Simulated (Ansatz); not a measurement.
Ansatz results at the PBE0-D4/def2-TZVP geometry: HOMO energy (B3LYP/def2-TZVPP) -7.75 eV; HOMO–LUMO gap (PBE/def2-TZVPP) 3.88 eV; LUMO energy (ωB97M-V/def2-TZVPP) -0.09 eV.

Each molecule was computed in one conformer, which needn't be the lowest.

Problem. Which molecule gave them?
A. `O=C(Cl)c1ccccc1`
B. `C[P+](C)(C)[Fe-5]([C]#[O+])([C]#[O+])([C]#[O+])[C]#[O+]`
C. `C[P+](C)(C)[Ru-5]([C]#[O+])([C]#[O+])([C]#[O+])[C]#[O+]`
D. `[BH3-][P+](F)(F)F`

Solution. A. The others give `C[P+](C)(C)[Ru-5]([C]#[O+])([C]#[O+])([C]#[O+])[C]#[O+]`: -5.29, 2.78, 1.36; `C[P+](C)(C)[Fe-5]([C]#[O+])([C]#[O+])([C]#[O+])[C]#[O+]`: -6.04, 3.66, 1.56; `[BH3-][P+](F)(F)F`: -9.51, 7.48, 2.27.

B3LYP here is the variant with VWN-RPA as its local correlation; programs differ in this.
